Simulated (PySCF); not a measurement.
1,1-dichloro-3-fluoropropa-1,2-diene (C₃HCl₂F), SMILES FC=C=C(Cl)Cl. Atoms are numbered in the order given.

```xyz
7

F     -3.0793    -0.4840     0.0000
C     -2.1588     0.4715     0.0000
C     -0.8715     0.2367     0.0000
C      0.4240     0.0689     0.0000
Cl     1.3513    -0.0525    -1.4516
Cl     1.3513    -0.0525     1.4516
H     -2.5918     1.4786     0.0000
```

The structure is a stationary point at PBE0-D3(BJ)/def2-SVP.

These are PySCF with PBE/def2-TZVP values and carry that method's errors.

Problem. Estimate the frontier levels, gap, dipole moment and polarisability. (Estimate from the structure and the level; the computed values follow.)

Solution. 
* **highest occupied level**: -6.66 eV
* **lowest empty level**: -2.09 eV
* **orbital gap**: 4.57 eV
* **dipole moment**: 1.15 D
* **quadrupole, principal values (traceless, Buckingham form, about the centre of nuclear charge)**: -5.15, -0.14, 5.29 D·Å
* **mean static polarisability**: 66.5 bohr³ (9.85 Å³)
* **polarisability, principal values**: 39.5, 61.0, 99.0 bohr³
